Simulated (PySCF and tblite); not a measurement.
Computed ¹H and ¹³C shifts (ppm) of 4 molecules with 6 carbons each, averaged over conformers at 298.15 K: GIAO PBE0/pcSseg-1 (IEF-PCM, chloroform) on GFN2-xTB geometries, unscaled, against TMS (¹H), TMS (¹³C) at the same level; H on other atoms than carbon is left out (PySCF, tblite).

P. ¹H: 1.46 (2H), 1.17 (2H), 1.04 (3H), 0.72 (1H), 0.45 (2H), 0.02 (2H) ¹³C: 41.2 (1C), 27.7 (1C), 16.6 (1C), 14.1 (1C), 6.2 (2C)
Q. ¹H: 4.86 (1H), 1.83 (2H), 1.80 (2H), 1.72 (2H), 1.44 (1H), 1.40 (2H), 1.38 (1H) ¹³C: 94.6 (1C), 36.7 (2C), 29.8 (1C), 26.8 (2C)
R. ¹H: 1.36 (4H), 1.30 (4H), 1.01 (6H) ¹³C: 35.8 (2C), 27.1 (2C), 16.5 (2C)
S. ¹H: 1.24 (2H), 0.97 (3H), 0.93 (9H) ¹³C: 40.7 (1C), 33.0 (1C), 30.8 (3C), 11.1 (1C)

The molecules:
1. C6H11F, SMILES FC1CCCCC1
2. C₆H₁₂, SMILES CCCC1CC1
3. 2,2-dimethylbutane, C₆H₁₄, SMILES CCC(C)(C)C
4. C6H14, SMILES CCCCCC

**Question.** Which spectrum belongs to which molecule?

**Answer.** P is 2; Q is 1; R is 4; S is 3.

Assigned:
1. [F:1][CH:2]1[CH2:3][CH2:4][CH2:5][CH2:6][CH2:7]1: ¹³C: 94.6 (C2), 36.7 (C3/C7), 29.8 (C5), 26.8 (C4/C6) ppm.
2. [CH3:1][CH2:2][CH2:3][CH:4]1[CH2:5][CH2:6]1: ¹³C: 41.2 (C3), 27.7 (C2), 16.6 (C1), 14.1 (C4), 6.2 (C5/C6) ppm.
3. [CH3:1][CH2:2][C:3]([CH3:4])([CH3:5])[CH3:6]: ¹³C: 40.7 (C2), 33.0 (C3), 30.8 (C4/C5/C6), 11.1 (C1) ppm.
4. [CH3:1][CH2:2][CH2:3][CH2:4][CH2:5][CH3:6]: ¹³C: 35.8 (C3/C4), 27.1 (C2/C5), 16.5 (C1/C6) ppm.

Unscaled shifts at such levels can be off by 15 ppm or more for ¹³C and 0.8 ppm for ¹H.

For scale, the study of FC1CCCCC1 took 39 s on 1 thread of Intel Xeon 6975P-C (shared host) (rough), launched as `OMP_NUM_THREADS=1 python ens_run.py task.json out`.
